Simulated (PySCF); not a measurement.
H2Al (SMILES [AlH2+]), charge +1, singlet, geometry from GFN2-xTB (such geometries of metal compounds can be far from the true shape); WB97X-V/STO-3G run with PySCF.

The PySCF input:
```python
from pyscf import gto, scf, dft

mol = gto.Mole()
mol.atom = '''
    Al    0.000000    0.000000    0.000000
    H    -0.000000   -0.000000   -1.524591
    H     0.000000    0.000000    1.524591
'''
mol.basis = 'sto-3g'
mol.charge = 1
mol.spin = 0
mol.verbose = 4
mol.build()

mf = dft.RKS(mol)
mf.xc = 'wb97x_v'
mf.grids.atom_grid = (99, 590)
mf.grids.prune = None
mf.kernel()
```

What the program printed (banner, timings and long lists left out):

```
PySCF version 2.14.0

[INPUT] verbose = 4
[INPUT] num. atoms = 3
[INPUT] num. electrons = 14
[INPUT] charge = 1
[INPUT] spin (= nelec alpha-beta = 2S) = 0
[INPUT] symmetry False subgroup None
[INPUT] Mole.unit = angstrom
[INPUT] Symbol           X                Y                Z      unit          X                Y                Z       unit  Magmom
[INPUT]  1 Al     0.000000000000   0.000000000000   0.000000000000 AA    0.000000000000   0.000000000000   0.000000000000 Bohr   0.0
[INPUT]  2 H      0.000000000000   0.000000000000  -1.524591000000 AA    0.000000000000   0.000000000000  -2.881059441977 Bohr   0.0
[INPUT]  3 H      0.000000000000   0.000000000000   1.524591000000 AA    0.000000000000   0.000000000000   2.881059441977 Bohr   0.0

nuclear repulsion = 9.19800529412806
number of shells = 7
number of NR pGTOs = 33
number of NR cGTOs = 11
basis = sto-3g
ecp = {}

******** <class 'pyscf.dft.rks.RKS'> ********
method = RKS
initial guess = minao
damping factor = 0
level_shift factor = 0
DIIS = <class 'pyscf.scf.diis.CDIIS'>
diis_start_cycle = 1
diis_space = 8
diis_damp = 0
SCF conv_tol = 1e-09
SCF conv_tol_grad = None
SCF max_cycles = 50
direct_scf = True
direct_scf_tol = 1e-13
XC library pyscf.dft.libxc version 7.1.2
    S. Lehtola, C. Steigemann, M. J. T. Oliveira, and M. A. L. Marques,  SoftwareX 7, 1–5 (2018)
XC functionals = wb97x_v
    N. Mardirossian and M. Head-Gordon,  Phys. Chem. Chem. Phys. 16, 9904–9924 (2014)
radial grids:
    Treutler-Ahlrichs [JCP 102, 346 (1995); DOI:10.1063/1.469408] (M4) radial grids

becke partition: Becke, JCP 88, 2547 (1988); DOI:10.1063/1.454033
pruning grids: None
grids dens level: 3
symmetrized grids: False
atomic radii adjust function: <function treutler_atomic_radii_adjust>
User specified grid scheme (99, 590)
** Following is NLC and NLC Grids **
NLC functional = wb97x_v
radial grids:
    Treutler-Ahlrichs [JCP 102, 346 (1995); DOI:10.1063/1.469408] (M4) radial grids

becke partition: Becke, JCP 88, 2547 (1988); DOI:10.1063/1.454033
pruning grids: <function nwchem_prune>
grids dens level: 3
symmetrized grids: False
atomic radii adjust function: <function treutler_atomic_radii_adjust>
small_rho_cutoff = 0
Set gradient conv threshold to 3.16228e-05
Initial guess from minao.
tot grids = 175232
tot grids = 38800
init E= -240.165572096985
  HOMO = -0.352431636748046  LUMO = 0.106759069781528  gap/eV = 12.49522
cycle= 1 E= -240.403370494341  delta_E= -0.238  |g|= 0.214  |ddm|= 1.68
  HOMO = -0.641915840754393  LUMO = -0.0951824020558259  gap/eV = 14.87737
cycle= 2 E= -240.419489411381  delta_E= -0.0161  |g|= 0.0452  |ddm|= 0.391
  HOMO = -0.648039218958498  LUMO = -0.0701984201650816  gap/eV = 15.72385
cycle= 3 E= -240.420171577654  delta_E= -0.000682  |g|= 0.00748  |ddm|= 0.0685
  HOMO = -0.648679647806392  LUMO = -0.0701836347499925  gap/eV = 15.74168
cycle= 4 E= -240.420208522505  delta_E= -3.69e-05  |g|= 0.000619  |ddm|= 0.02
  HOMO = -0.648444062146809  LUMO = -0.0704588826567329  gap/eV = 15.72778
cycle= 5 E= -240.420208717692  delta_E= -1.95e-07  |g|= 1.3e-06  |ddm|= 0.00149
  HOMO = -0.648442551620779  LUMO = -0.0704585833224449  gap/eV = 15.72774
cycle= 6 E= -240.420208717692  delta_E= -1.14e-13  |g|= 9.67e-08  |ddm|= 1.31e-06
  HOMO = -0.648442592646329  LUMO = -0.0704585853294724  gap/eV = 15.72775
Extra cycle  E= -240.420208717692  delta_E= -1.14e-13  |g|= 9.8e-09  |ddm|= 6.89e-08
converged SCF energy = -240.420208717692
```
